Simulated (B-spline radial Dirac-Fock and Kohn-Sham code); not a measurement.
Relativistic shifts of the levels of Hg⁶⁸⁺

System: mercury as Hg⁶⁸⁺, [Ne] 3s2.

Both columns are ΔSCF binding energies of the configuration average from a B-spline atomic structure program: non-relativistic Hartree-Fock with a point nucleus, and Dirac-Fock with a finite nucleus and the Coulomb interaction alone, averaged over the two j levels with weights 2j+1.

```csv
shell,Hartree-Fock (eV),Dirac-Fock (eV),shift (eV),shift (%)
1s,81562.7,89798.6,+8235.88,+10.10
2s,18418.8,20786.2,+2367.45,+12.85
2p,17982.8,18877.8,+895.01,+4.98
3s,7732.2,8482.7,+750.47,+9.71
```

Relativity binds 1s, 2s, 2p, 3s more strongly, among those listed most of all 2s in relative terms.

Values without a named source are computed, but for edge energies of neutral atoms, which are taken from tables.
